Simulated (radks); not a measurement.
Question: Ba XVI, 41 electrons, occupied as [Kr] 4d5. Method: non-relativistic Kohn-Sham, LDA (Slater exchange, Perdew-Wang correlation), spin-unpolarised, spherical densities, point nucleus; relativity is left out, which matters for an element this heavy; computed with a radial shooting solver on a logarithmic mesh with Libxc functionals. Some entries of the table are withheld. Estimate them.

orbital,occ.,eigenvalue (eV),r(max) (bohr),<1/r> (bohr^-1)
1s,2,-35860.24,0.01799,55.42
2s,2,-5792.645,0.09911,(1)
2p,6,-5487.348,0.07731,12.79
3s,2,(2),0.2799,4.721
3p,6,-1337.778,0.2664,4.656
3d,10,-1094.632,0.2150,4.538
4s,2,-513.7066,0.6381,(3)
4p,6,-464.0766,(4),2.000
4d,5,(5),0.6571,1.845
5s,0,-250.3886,1.263,1.083
5p,0,-230.3452,(6),1.039

Answer: 
(1) 2s <1/r> (bohr^-1): 12.77
(2) 3s eigenvalue (eV): -1468.439
(3) 4s <1/r> (bohr^-1): 2.075
(4) 4p r(max) (bohr): 0.6462
(5) 4d eigenvalue (eV): -376.5365
(6) 5p r(max) (bohr): 1.311
